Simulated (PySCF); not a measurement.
Mg(H)(SH) (H2MgS), SMILES [MgH][SH]. Atoms are numbered in the order given.

```xyz
4

Mg     0.0008     1.2525     0.0000
H      0.0325     2.9406     0.0000
S     -0.0814    -1.0500     0.0000
H      1.2593    -1.1709     0.0000
```

The structure is a stationary point at B3LYP-D3(BJ)/def2-TZVP.

All values below come from B3LYP/pcJ-2 run with PySCF.

Isotropic couplings with Fermi-contact, spin-dipole and both spin-orbit terms, one fixed conformer, no vibrational averaging. Isotopes: 1H.

Computed spin–spin coupling constants:
```json
[
 {"pair": "H2–H4", "bonds apart": "3", "J (Hz)": "-2.5"}
]
```
